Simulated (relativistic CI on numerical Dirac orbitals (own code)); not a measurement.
**Re20+: q coefficients and field-shift factors**

Calculated at this level of theory: Dirac-Coulomb-Breit CI, separate exchange-only KLI orbitals for each configuration, derivatives by finite differences, unscaled Slater integrals, QED left out (own radial code, finite nucleus).

CI space (outside the closed core [Ar] 3d10 4p6 4d10): 4s²4f⁹, 4s4f¹⁰, 4f¹¹. Levels of other configurations are missing.

With x = (α/α₀)² − 1 an excitation energy changes as ω = ω₀ + qx; K = 2q/ω₀ is the relative enhancement. Terms are leading LS components, so labels can repeat. The field-shift factor is F = δν/δ⟨r²⟩ for the transition from the lowest level.

Lowest level 4s²4f⁹ ⁶H°15/2.

```tsv
Level	ω₀ (cm⁻¹)	q (cm⁻¹)	K	F (GHz/fm²)
4s²4f⁹ ⁶H°13/2	14067.3	16090	2.29	0.801
4s²4f⁹ ⁶H°11/2	19239.2	9163	0.953	0.566
4s²4f⁹ ⁶F°9/2	22371.7	1650	0.148	0.288
4s²4f⁹ ⁶F°11/2	24124.4	18830	1.56	1.01
4s²4f⁹ ⁶H°9/2	27662.6	22670	1.64	1.2
4s²4f⁹ ⁶H°7/2	31575.2	22720	1.44	1.24
4s²4f⁹ ⁶F°7/2	33075.6	20540	1.24	1.17
4s²4f⁹ ⁶H°5/2	35509.4	28080	1.58	1.5
4s²4f⁹ ⁶F°3/2	37564.8	10670	0.568	0.81
4s²4f⁹ ⁶F°5/2	38095.8	22910	1.2	1.32
4s²4f⁹ ⁶F°1/2	41311.8	21840	1.06	1.31
4s²4f⁹ ⁴I°15/2	42444.8	-432.1	-0.0204	0.425
4s²4f⁹ ⁴F°9/2	50282.7	22460	0.893	1.43
```

At this charge energies of transitions that change n are usually good to better than 1 %, and those within a shell (Δn = 0) to a few per cent. Terms inside the open d or f shell come out 10 to 20 % too wide with unscaled integrals.
